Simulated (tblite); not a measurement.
Species: C5H12OSSi2.
Geometry (GFN2-xTB, Å), atoms numbered from 1 in this order:
```
atom  x, y, z in Å
C1     2.7609    1.5853    0.1282
C2     2.0488    0.8271   -0.6922
Si3    1.9233   -1.0417   -0.5563
S4     0.2881   -1.5804    0.7569
C5    -1.0109   -0.3472    0.3522
C6    -1.4829   -0.4500   -1.0852
Si7   -2.4380   -0.7882    1.5904
C8    -0.5666    1.0043    0.7316
O9    -0.8767    2.0233    0.1679
H10    3.3330    1.1622    0.9388
H11    2.8001    2.6593    0.0326
H12    1.4943    1.3135   -1.4862
H13    1.6655   -1.6351   -1.8676
H14    3.0577   -1.6487    0.1227
H15   -0.6734   -0.2083   -1.7748
H16   -2.2914    0.2596   -1.2524
H17   -1.8370   -1.4550   -1.3036
H18   -1.9371   -0.6134    2.9487
H19   -3.5528    0.1109    1.2989
H20   -2.7713   -2.1806    1.3120
H21    0.0573    1.0200    1.6473
```

Level: GFN2-xTB in tblite, geometry and Hessian alike; calculated harmonic values, unscaled, isolated species. This tight-binding method is rough: wavenumbers can miss measured ones by several per cent, in bad cases by 10 to 20. Modes of hydrogen on silicon can be 10 to 20 % off. One conformer, not necessarily the lowest.

Harmonic wavenumbers (cm⁻¹): 33.3, 41.0, 62.8, 89.5, 110.0, 130.2, 139.7, 181.6, 192.9, 234.0, 249.3, 279.1, 292.8, 340.2, 439.2, 456.3, 496.3, 509.9, 542.0, 551.7, 581.0, 664.7, 685.9, 727.4, 736.5, 749.3, 758.1, 765.6, 780.2, 915.4, 922.7, 946.8, 1009.5, 1027.1, 1067.6, 1103.3, 1195.1, 1277.9, 1379.2, 1403.2, 1414.5, 1479.5, 1490.1, 1662.2, 1737.9, 2266.3, 2294.0, 2320.1, 2323.2, 2336.8, 2752.6, 2998.1, 3022.7, 3030.2, 3031.8, 3081.9, 3103.1.

A = 1461, B = 738.6, C = 595.9 MHz; mass 176.015 u (most abundant isotopes); point group C1, symmetry number 1.

Zero-point energy?

½Σν̃ = 32207 cm⁻¹ = 92.08 kcal/mol.

Entropy at 350 K, 1 bar (ideal gas, RRHO, classical rotation)?

Translation 42.23, rotation 31.07, vibration 55.25: S = 128.5 cal/(mol K).

And Cp and H(350 K) − H(0)?

Cp = 57.86 cal/(mol K), of which vibrations give 49.91 (their classical limit is 57 R = 113.3); H(350 K) − H(0) = 12.39 kcal/mol without the zero-point energy, 9.61 from vibrations.

Blend soft modes into free rotors: weight 1/[1 + (100 cm⁻¹/ν̃)⁴] for the oscillator and the rest for a rotor with moment μB/(μ + B), μ = h/(8π²ν), B = 10⁻⁴⁴ kg m². What vibrational entropy results?

49.79 cal/(mol K) in place of 55.25, which changes −T·S at 350 K by +1.91 kcal/mol.

What must be added to the electronic energy to get the Gibbs energy at 350 K and 1 bar?

ZPE + [H(350 K) − H(0)] − T·S = 92.08 + 12.39 − 44.99 = 59.48 kcal/mol.

Hindered rotation and anharmonicity are outside this model. Other conformers, if any are populated, would add a mixing term that is left out. The structure is chiral; the term R ln 2 for an equal mix with its mirror image is left out.
